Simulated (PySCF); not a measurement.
Gas-phase reaction: GeH4 + 2 Cl ⇌ GeH2Cl2 + 2 H

Energies from PySCF (xtb for GFN2), thermal terms from the rigid-rotor harmonic-oscillator model, ideal gas at 1 bar. † marks an energy on the PBE0/def2-TZVP geometry and frequencies; other levels use their own. MP2 and CCSD(T) freeze the core. Open shells (unrestricted): Cl (multiplicity 2), H (multiplicity 2); the rest are closed-shell singlets. GFN2 has no spin-polarisation term. Spin-orbit splitting is ignored; it lowers the true energy and changes the entropy of Cl. Ge: all electrons, no relativistic terms. MP2 isn't extrapolated to the basis-set limit. CCSD(T) isn't extrapolated to the basis-set limit.

| level | ΔH°(298 K), kJ |
|---|---|
| CCSD(T)/def2-SVP† | -60 |
| CCSD(T)/def2-TZVPP† | -89 |
| GFN2-xTB | -70 |
| MP2/def2-TZVPP† | ? |
| PBE/def2-SVP | -133 |
| PBE0/def2-QZVP† | ? |
| PBE0/def2-SVP† | -116 |
| r2SCAN/def2-TZVP† | -123 |
| ωB97M-V/def2-TZVP† | ? |
| ωB97X-V/def2-TZVP† | ? |

Question: Fill in the missing entries.

Answer: 
- MP2/def2-TZVPP†, ΔH°(298 K), kJ: -151
- PBE0/def2-QZVP†, ΔH°(298 K), kJ: -123
- ωB97M-V/def2-TZVP†, ΔH°(298 K), kJ: -118
- ωB97X-V/def2-TZVP†, ΔH°(298 K), kJ: -114
